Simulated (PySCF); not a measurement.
Simulated Si 2p region for `Cl[Si](Cl)(Cl)Cl`, binding energy against the vacuum level.

Every computed line was given a Gaussian of 0.8 eV full width at half maximum and an area set by the number of equivalent atoms (split 2:1 within a doublet); the highest printed point is 100. Method: delta-SCF UKS SCAN, pcX-2 on the ionised atom, pcseg-1 elsewhere, spin-free X2C in PySCF.

(binding energy (eV), intensity): (109.3, 0), (109.4, 1), (109.5, 2), (109.6, 4), (109.7, 8), (109.8, 15), (109.9, 25), (110.0, 38), (110.1, 54), (110.2, 71), (110.3, 85), (110.4, 96), (110.5, 100), (110.6, 99), (110.7, 93), (110.8, 85), (110.9, 77), (111.0, 68), (111.1, 59), (111.2, 50), (111.3, 40), (111.4, 30), (111.5, 21), (111.6, 14), (111.7, 8), (111.8, 5), (111.9, 2), (112.0, 1), (112.1, 0), (112.2, 0)

Task: Count the maxima, the lines and the sites behind this envelope.

Result: The curve has 1 maximum (at 110.5 eV). Under it lie 2 lines from 1 inequivalent silicon site, drawn as a 2p3/2, 2p1/2 pair. At this width some lines have no maximum of their own.

Task: Decompose the envelope and assign each component. Numbering: `[Cl:1][Si:2]([Cl:3])([Cl:4])[Cl:5]`.

Result: 
| position (eV) | relative area | line | atoms | environment |
| --- | --- | --- | --- | --- |
| 110.45 | 0.67 | Si 2p3/2 | Si2 | chlorine-bound silicon |
| 111.07 | 0.33 | Si 2p1/2 | Si2 | chlorine-bound silicon |

Task: What are the centre and the root-mean-square width of the whole band?

Result: The area-weighted mean of the lines is 110.66 eV. Their own spread about it is 0.29 eV (rms) and each Gaussian has σ = 0.8/2.355 = 0.34 eV; the variances add, which gives 0.45 eV.

Shake-up satellites, vibrational structure and lifetime widths aren't simulated. Spin–orbit coupling isn't in the SCF: each 2p doublet comes from a relaxed spin-free hole plus a matrix of the shell (mean-field spin–orbit coupling and the ground-state 2p splitting), with 2p3/2 averaged over its two sublevels. 2p1/2 minus 2p3/2 (ligand field included): Si 0.62 eV. Isolated species at its PBE0-D3(BJ)/def2-SVP geometry, gas phase.
